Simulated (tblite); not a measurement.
Compound: C₇H₁₅PSi.
Geometry (GFN2-xTB, Å), atoms numbered from 1 in this order:
```
atom  x, y, z in Å
C1     0.1842    2.7794   -0.0609
C2     0.5640    1.5518   -0.3542
C3     1.9607    0.9793   -0.3150
Si4    1.2918   -0.7147   -0.9335
P5     1.4919   -2.5691    0.3203
C6    -0.2864    0.3867   -0.8091
C7    -1.4458    0.0072    0.1145
C8    -2.1178   -1.2616   -0.4007
C9    -0.9748   -0.1859    1.5516
H10    0.8897    3.5326    0.2507
H11   -0.8473    3.0853   -0.1189
H12    2.3853    1.0010    0.6889
H13    2.6527    1.5091   -0.9676
H14    1.6623   -1.0340   -2.3229
H15    2.5945   -3.0325   -0.3747
H16    2.2876   -1.9859    1.2908
H17   -0.7073    0.5994   -1.7961
H18   -2.1774    0.8251    0.1006
H19   -1.4124   -2.0919   -0.3740
H20   -2.9768   -1.5197    0.2148
H21   -2.4559   -1.1306   -1.4267
H22   -0.4840    0.7139    1.9157
H23   -1.8181   -0.4066    2.2028
H24   -0.2724   -1.0185    1.6112
```

Level: GFN2-xTB in tblite, geometry and Hessian alike; calculated harmonic values, unscaled, isolated species. Errors from tens to a few hundred cm⁻¹ against measured bands are possible. Modes of hydrogen on phosphorus and silicon can be 10 to 20 % off. One conformer, not necessarily the lowest.

Harmonic wavenumbers (cm⁻¹): 25.2, 81.5, 104.5, 107.3, 136.7, 158.5, 196.6, 227.4, 252.0, 285.9, 367.9, 381.2, 398.5, 482.6, 497.6, 516.5, 557.0, 602.4, 641.8, 689.5, 709.1, 725.1, 746.0, 769.1, 870.5, 892.3, 915.6, 943.0, 948.0, 988.0, 1016.6, 1050.1, 1065.3, 1145.4, 1147.7, 1159.3, 1170.4, 1194.9, 1219.7, 1256.6, 1306.1, 1335.2, 1403.8, 1410.2, 1418.5, 1439.9, 1486.4, 1494.4, 1498.3, 1504.3, 1745.4, 2163.9, 2303.2, 2384.9, 2902.7, 2924.5, 2971.3, 2990.2, 2994.3, 3009.6, 3025.3, 3029.5, 3033.9, 3036.4, 3091.0, 3113.3.

A = 1389, B = 985.5, C = 712.3 MHz; mass 158.068 u (most abundant isotopes); point group C1, symmetry number 1.

Task: What is the zero-point energy?

Result: Half the sum of the wavenumbers: 42830 cm⁻¹ = 512.36 kJ/mol.

Task: Entropy at 200 K, 1 bar (ideal gas, RRHO, classical rotation)?

Result: Translation 163.70, rotation 121.29, vibration 106.23: S = 391.2 J/(mol K).

Task: And Cp and H(200 K) − H(0)?

Result: Cp = 147.22 J/(mol K), of which vibrations give 113.96 (their classical limit is 66 R = 548.8); H(200 K) − H(0) = 18.09 kJ/mol without the zero-point energy, 11.44 from vibrations.

Task: How do the functions run with temperature in this model?

Result: 
| T (K) | S (J/(mol K)) | Cp (J/(mol K)) | H − H(0) (kJ/mol) | G − H(0) (kJ/mol) | ln q(vib) |
| --- | --- | --- | --- | --- | --- |
| 50 | 258.0 | 61.1 | 2.24 | -10.65 | 0.90 |
| 100 | 310.3 | 92.4 | 6.11 | -24.92 | 2.47 |
| 298.15 | 460.2 | 202.1 | 35.24 | -101.98 | 9.26 |
| 373.15 | 509.9 | 242.0 | 51.91 | -138.37 | 11.83 |
| 500 | 589.1 | 300.0 | 86.42 | -208.15 | 16.13 |
| 750 | 727.4 | 381.6 | 172.37 | -373.20 | 24.28 |
| 1000 | 845.1 | 435.7 | 274.98 | -570.15 | 31.86 |

q(vib) and H(0) count from the zero-point level.

Task: Which modes carry the vibrational entropy at 200 K?

Result: 25.2 cm⁻¹: 22.52; 81.5 cm⁻¹: 12.87; 104.5 cm⁻¹: 10.88; 107.3 cm⁻¹: 10.67; 136.7 cm⁻¹: 8.78; 158.5 cm⁻¹: 7.66 J/(mol K); the other 60 give 32.84 together.

Task: What must be added to the electronic energy to get the Gibbs energy at 200 K and 1 bar?

Result: ZPE + [H(200 K) − H(0)] − T·S = 512.36 + 18.09 − 78.24 = 452.21 kJ/mol.

Task: Blend soft modes into free rotors: weight 1/[1 + (100 cm⁻¹/ν̃)⁴] for the oscillator and the rest for a rotor with moment μB/(μ + B), μ = h/(8π²ν), B = 10⁻⁴⁴ kg m². What vibrational entropy results?

Result: 98.32 J/(mol K) in place of 106.23, which changes −T·S at 200 K by +1.58 kJ/mol.

Hindered rotation and anharmonicity are outside this model. Other conformers, if any are populated, would add a mixing term that is left out. The structure is chiral; the term R ln 2 for an equal mix with its mirror image is left out.
